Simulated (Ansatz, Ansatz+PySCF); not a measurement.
```xyz
2

Be    0.0000    0.0000    0.0000
S     0.0000    0.0000    3.4800
```

Basis set: def2-SVP (spherical functions). Charge 0, multiplicity 1.

Computed with Ansatz (development build ahead of 0.2.0); each method stands on the lowest determinant of its kind that the runs found.

The atomization energy at this shape (free ground-state atoms in the same class of orbitals less the molecule, no zero-point energy) of singlet BeS:

```csv
method,atomization energy
UHF,-0.44 eV
```

Question: What does PBE0 (unrestricted) give?

Answer: -0.09 eV. Caution: another spin multiplicity may lie lower; the shape is not the minimum; the unrestricted determinant is a mixture of spin states. Caution for UHF: a free atom is spin contaminated.
